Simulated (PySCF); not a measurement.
**MSe for M along the fifth-period p block**

HF with double-zeta basis sets in PySCF, for the lowest determinant that a PBE0 search found; no spin–orbit coupling. De refers to high-spin ground-configuration atoms. A positive dipole means M(−)Se(+).

```
 M       basis  reference  state (unpaired electrons)  Re (Å)  ωe (cm⁻¹)  De (eV)  μ (D)
Sn    def2-SVP        RHF      singlet (closed shell)   2.318        364     2.23  -3.59
Te  cc-pVDZ-PP        UHF              triplet (π ↑↑)   2.337        358     0.96  -1.30
 I  cc-pVDZ-PP        UHF               doublet (π ↑)   2.502        262     0.54   0.29
```

The shortest bond is that of SnSe (2.318 Å), the longest that of SeI (2.502 Å). SnSe is bound most strongly (2.23 eV) and SeI least (0.54 eV).

The rows differ in basis set, which adds steps of its own.

The state changes along the series, so neighbouring rows are not always alike in their bonding.

These are scalar-relativistic numbers at best; spin–orbit coupling would shift them, the dissociation energy most. Where the molecule has an RHF reference, its open-shell atoms are computed with UHF. Hartree–Fock leaves out correlation, which carries a large part of most bond energies and some tenths to 1 eV of ionisation energies. States were picked by a PBE0 search and need not be the measured ground states.
